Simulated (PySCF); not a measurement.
Be(H)(Me), SMILES [BeH][CH3] (CH₄Be), CAM-B3LYP/def2-SVP optimised geometry.

```
6

Be    -0.38     0.08     0.00
H     -1.71     0.08     0.00
C      1.29     0.08     0.00
H      1.71     0.87    -0.64
H      1.71    -0.87    -0.37
H      1.71     0.23     1.01
```

Density from PySCF with CAM-B3LYP/def2-TZVP at that geometry.

Minimum of the electron density along straight lines between bonded atoms, close to the bond critical point (lines longer than 1.1 times the sum of covalent radii, or with two minima, are not listed):

```
bond    length / Å  ρ at the minimum / e bohr⁻³  ∇²ρ there / e bohr⁻⁵  position (fraction from the first atom)
------  ----------  ---------------------------  --------------------  ---------------------------------------
Be1–H2       1.332                          [?]                   [?]                                     0.43
Be1–C3       1.673                          [?]                  0.34                                     0.34
C3–H4        1.104                        0.261                 -0.83                                     0.64
C3–H5        1.105                        0.261                 -0.83                                     0.64
C3–H6        1.105                        0.261                 -0.83                                     0.64
```

Problem. Fill in the missing entries.

Solution. 
- Be1–H2, ρ at the minimum / e bohr⁻³: 0.093
- Be1–H2, ∇²ρ there / e bohr⁻⁵: 0.24
- Be1–C3, ρ at the minimum / e bohr⁻³: 0.103
